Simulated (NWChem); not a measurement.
Species: InH3O; SMILES [OH][InH2]

Results from NWChem. Coordinates come from a PBE0/def2-SVP optimisation. def2 effective core potentials on In; no spin-orbit coupling. Total energies compare along this basis series because the functional is fixed.

| level | basis functions | energy (Ha) | highest occupied level (eV) | orbital gap (eV) | dipole (D) |
|---|---|---|---|---|---|
| TPSS/def2-SVP | 55 | -267.0104 | -6.51 | 4.60 | 1.58 |
| TPSS/def2-SVPD | 79 | -267.0254 | [?] | 4.79 | [?] |
| TPSS/def2-TZVP | 99 | -267.1201 | -6.76 | 4.74 | 1.71 |
| TPSS/def2-TZVPP | 123 | -267.1219 | -6.77 | 4.74 | 1.67 |
| TPSS/def2-QZVP | 229 | -267.1293 | -6.83 | 4.77 | 1.71 |

Problem. Fill in the missing entries.

Solution. 
- TPSS/def2-SVPD, highest occupied level (eV): -6.88
- TPSS/def2-SVPD, dipole (D): 1.79
